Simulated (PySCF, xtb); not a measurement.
H6N2OSn, SMILES [OH][SnH]([NH2])[NH2].

GFN2-xTB (xtb 6.7.1) at its own geometry gives an orbital gap of 4.41 eV and a dipole moment of 2.03 D.

Geometry: PBE0-D3(BJ)/def2-SVP. The structure was generated by enumeration; whether it is a known compound was not checked. The def2 effective core potentials stand for the cores of Sn; spin–orbit coupling is left out. Other conformers were not sampled.

What does PBE/def2-TZVP (PySCF) give? (The exact figures need the calculation; the answer reports its results.)

gap 4.64 eV (levels -5.93 and -1.29 eV), dipole 1.28 D.
